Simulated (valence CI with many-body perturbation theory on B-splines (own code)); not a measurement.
E1 line list for Xe5+

Computed by relativistic CI+MBPT: three valence electrons over a frozen Dirac-Fock core [Kr] 4d10, radial functions for each j: 11 s, 11 p, 10 d, 8 f, 5 g, 2 h, with the one-electron correlation potential Σ1 (screened to all orders), the two-electron term Σ2, the three-electron term Σ3, Breit, model QED; selected single and double excitations, second order for the rest, scaled by the run's own slope (own B-spline code, finite nucleus).

Set against measurement, 18 paired levels are off by 446 cm⁻¹ on average, the worst by 1230. These come from a selection out of Saloman, J. Phys. Chem. Ref. Data 33, 765 (2004). Levels without a partner in it may be off by more, other configurations by several thousand cm⁻¹. The list stops below the first excitations out of the core. 7 measured levels below the end of the list, from 338450 cm⁻¹ on, found no clear computed partner, and computed levels of the same name lie up to 10570 cm⁻¹ from them.

Lines 201 to 250 of 595 in falling wavelength, among levels below 413110 cm⁻¹, chosen from the strongest by gf and those to the six lowest levels. Wavelengths and rates use the calculated energies, so an error of 400 cm⁻¹ moves a line at 90.02 nm by 0.36 % and its rate by three times that or more. Electric multipoles are in the length gauge, E1 and E2 with the static RPA response of the core. Weak lines are less certain than strong ones. Lines between different terms over intervals too small for the method are left out, as are lines whose strength nearly cancels. Where a level lies close to another of its J and parity, the split of strength between their lines is uncertain. The highest levels of a list are the least certain.

Names give the largest LS component (configuration and term), which can be under half, so a name can repeat, a term be missing and a line seem to break the LS rules; names also repeat where a configuration has a term twice. Letters in brackets count levels of one name in rising energy.

```csv
λ vac (nm),Upper,Lower,A (s⁻¹),S (a.u.) with core polarisation,S without
91.41,4f 5s 5p 2G_7/2 [a],4f 5s2 2F°_7/2,1.56e+08,4.69e-01,6.12e-01
91.27,5p2 5d 4F_3/2,5s 5p 5d 4D°_1/2,5.12e+08,7.69e-01,1.08e+00
91.13,4f 5s 5p 2G_7/2 [a],4f 5s2 2F°_5/2,1.15e+08,3.45e-01,4.52e-01
91.09,5p2 5d 4D_3/2,5s 5p 5d 2D°_5/2 [a],3.43e+08,5.12e-01,7.19e-01
91.04,5p2 5d 2F_7/2,5s 5p 5d 4D°_7/2,2.58e+08,7.70e-01,1.05e+00
90.98,5p2 5d 4F_3/2,5s 5p 5d 4D°_3/2,2.66e+08,3.95e-01,5.69e-01
90.81,5p2 5d 2F_7/2,5s 5p 5d 4D°_5/2,3.47e+08,1.03e+00,1.48e+00
90.78,5p2 5d 4D_5/2,5s 5p 5d 2D°_5/2 [a],2.55e+08,5.65e-01,7.83e-01
90.51,5s 5p 6p 2D_3/2 [b],5p3 2P°_3/2,2.69e+08,3.94e-01,4.15e-01
90.47,4f 5p2 2D°_5/2,4f 5s 5p 4D_5/2,3.12e+08,6.84e-01,9.14e-01
90.24,4f 5p2 4D°_5/2,4f 5s 5p 2G_7/2 [a],1.86e+08,4.05e-01,5.32e-01
90.17,5p2 5d 4D_1/2,5s 5p 5d 4P°_1/2,8.05e+08,5.83e-01,8.12e-01
90.07,4f 5p2 4G°_5/2,4f 5s 5p 2F_5/2 [a],7.67e+08,1.66e+00,2.21e+00
90.05,5p2 5d 2P_3/2,5s 5p 5d 4D°_5/2,2.98e+08,4.29e-01,6.11e-01
90.03,5p3 4S°_3/2 [b],5s 5p2 2D_5/2,3.53e+08,5.09e-01,6.97e-01
90.02,5s2 6p 2P°_3/2,5s 5p2 2P_3/2,2.64e+08,3.80e-01,4.96e-01
89.74,4f 5p2 4G°_7/2,4f 5s 5p 2F_7/2 [b],8.16e+08,2.33e+00,3.09e+00
89.61,4f 5p2 2F°_7/2,4f 5s 5p 2G_7/2 [a],1.85e+08,5.27e-01,7.06e-01
89.48,4f 5p2 4G°_9/2 [a],4f 5s 5p 4D_7/2,1.44e+08,5.08e-01,6.81e-01
89.46,5p3 2D°_5/2,5s 5p2 2D_5/2,8.54e+08,1.81e+00,2.50e+00
89.39,5s 5p 6p 2D_5/2 [b],5s 5p 5d 2F°_7/2 [a],5.33e+08,1.13e+00,1.13e+00
88.81,4f 5p2 4F°_3/2,4f 5s 5p 4D_3/2,6.49e+08,8.97e-01,1.20e+00
88.40,4f 5p2 2F°_5/2,4f 5s 5p 4D_3/2,3.30e+08,6.75e-01,9.05e-01
88.10,5s 5p2 2D_5/2,5s2 5p 2P°_3/2,5.15e+08,1.04e+00,1.45e+00
87.99,4f 5p2 4D°_7/2,4f 5s 5p 4D_7/2,4.22e+08,1.13e+00,1.52e+00
87.93,4f 5p2 4D°_5/2,4f 5s 5p 4D_5/2,4.74e+08,9.54e-01,1.28e+00
87.74,5p2 5d 4F_5/2,5s 5p 5d 4D°_3/2,5.27e+08,1.05e+00,1.49e+00
87.36,4f 5p2 4F°_3/2,4f 5s 5p 4D_5/2,4.46e+08,5.87e-01,7.81e-01
87.33,4f 5p2 2F°_7/2,4f 5s 5p 4D_5/2,2.31e+08,6.07e-01,8.14e-01
87.12,4f 5p2 4D°_3/2,4f 5s 5p 4D_1/2,4.44e+08,5.79e-01,7.72e-01
87.06,4f 5p2 4G°_9/2 [a],4f 5s 5p 4G_9/2,8.75e+08,2.85e+00,3.79e+00
86.92,5p2 5d 4D_5/2,5s 5p 5d 4P°_3/2,2.66e+08,5.16e-01,7.36e-01
86.82,5p2 5d 4F_9/2,5s 5p 5d 4D°_7/2,3.86e+08,1.25e+00,1.84e+00
86.79,5p2 5d 4F_5/2,5s 5p 5d 4P°_5/2,2.93e+08,5.67e-01,8.04e-01
86.76,4f 5p2 4G°_9/2 [b],4f 5s 5p 4G_11/2,9.89e+08,3.19e+00,4.19e+00
86.65,5p3 4S°_3/2 [b],5s 5p2 2D_3/2,2.18e+08,2.80e-01,3.92e-01
86.32,4f 5s 5p 2D_5/2 [a],4f 5s2 2F°_5/2,2.38e+08,4.53e-01,5.87e-01
86.28,5p2 5d 4D_5/2,5s 5p 5d 2F°_5/2 [a],2.51e+08,4.78e-01,6.53e-01
86.24,4f 5p2 4G°_5/2,4f 5s 5p 2F_7/2 [a],6.36e+08,1.21e+00,1.58e+00
86.12,5p3 2D°_5/2,5s 5p2 2D_3/2,1.34e+08,2.54e-01,3.58e-01
86.09,4f 5p2 4D°_1/2,4f 5s 5p 4D_1/2,6.51e+08,4.10e-01,5.45e-01
86.08,4f 5p2 4D°_5/2,4f 5s 5p 4D_7/2,6.81e+08,1.29e+00,1.70e+00
85.99,5p2 5d 4D_3/2,5s 5p 5d 2D°_3/2 [a],2.75e+08,3.45e-01,4.94e-01
85.92,4f 5p2 4G°_5/2,4f 5s 5p 4F_5/2,4.46e+08,8.37e-01,1.12e+00
85.75,4f 5p2 4G°_9/2 [b],4f 5s 5p 4G_9/2,3.32e+08,1.03e+00,1.39e+00
85.74,4f 5p2 4G°_5/2,4f 5s 5p 4F_3/2,8.13e+08,1.52e+00,2.04e+00
85.64,4f 5p2 4D°_7/2,4f 5s 5p 4G_9/2,1.10e+09,2.74e+00,3.60e+00
85.50,4f 5p2 2F°_7/2,4f 5s 5p 4D_7/2,1.31e+08,3.24e-01,4.34e-01
85.38,4f 5p2 4G°_11/2,4f 5s 5p 4G_11/2,1.67e+09,6.14e+00,8.15e+00
85.29,4f 5p2 4D°_1/2,4f 5s 5p 4D_3/2,1.36e+09,8.33e-01,1.10e+00
```
